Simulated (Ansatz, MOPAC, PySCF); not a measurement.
Dimer: SiH4 (SMILES [SiH4]) (first 5 atoms) with HBr (SMILES Br); geometry from B3LYP-D3(BJ)/def2-TZVP.
(charge 0, multiplicity 1):
```
atom    x (Å)    y (Å)    z (Å)
----  -------  -------  -------
Si     0.2156  -0.2373   0.0107
H      0.8036  -1.5437   0.3764
H     -0.9932  -0.0054   0.8414
H     -0.1808  -0.2386  -1.4145
H      1.1877   0.8467   0.2677
Br    -0.0522  -0.0383   4.1843
H     -0.7137   0.0211   2.9209
```

Interaction energies are E(AB) − E(A) − E(B) at the monomers' geometry in the complex; basis-set methods are counterpoise corrected.

The state that PM6 reach isn't checked.

Codes used: Ansatz (Gaussian orbitals); MOPAC for PM6 (differences of heats of formation); PySCF for the dispersion terms. 

Question: One of these levels gives 4.3 kJ/mol for the interaction energy. Which one is it?
(A) PM6
(B) BLYP/def2-TZVPPD
(C) HF/def2-SVPD
(D) BLYP-D3(BJ)/def2-TZVPPD

Answer: C, HF/def2-SVPD. The others give -2.8 (PM6), 2.0 (BLYP/def2-TZVPPD), -5.7 (BLYP-D3(BJ)/def2-TZVPPD)

Ansatz is a program for electronic structure.
